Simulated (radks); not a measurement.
Values are calculated unless marked as measured or tabulated.
Code: a radial shooting solver on a logarithmic mesh with Libxc functionals. Model: non-relativistic Kohn-Sham, LB94 model potential, spin-unpolarised, spherical densities, point nucleus. Response by self-consistent Sternheimer equations with the Hartree and adiabatic LDA kernel. For heavy and open-shell atoms this level of theory can miss by tens of per cent. Estimate the static dipole polarisabilities of Ar ([Ar]) and Nb ([Kr] 4d4 5s1) and the C6 coefficients of the three pairs.

Answer. alpha = 11.44 and 73.98 bohr^3; C6 = 66.93 (Ar-Ar), 196.2 (Ar-Nb), 746.2 (Nb-Nb) hartree bohr^6.
